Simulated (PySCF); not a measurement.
A structure optimised at PBE-D3(BJ)/def2-SVP, used in a PySCF frequency run:

```xyz
13

F      0.7266    -2.2615     0.0000
C     -0.5199    -1.7428     0.0000
C     -0.7467    -0.4184     0.0000
C      0.3000     0.6233     0.0000
C      0.0773     1.9278     0.7516
C      0.0773     1.9278    -0.7516
H     -1.3021    -2.5189     0.0000
H     -1.8022    -0.0992     0.0000
H      1.3286     0.2304     0.0000
H      0.9384     2.3630     1.2821
H     -0.8844     2.0542     1.2738
H     -0.8844     2.0542    -1.2738
H      0.9384     2.3630    -1.2821
```
Charge 0, spin multiplicity 1.

### Question
Write its SMILES, formula and point group.

### Answer
F/C=C\C1CC1, C5H7F, Cs

### Question
What are its rotational constants (standard atomic weights)?

### Answer
9.8623, 1.8354, 1.7652 GHz
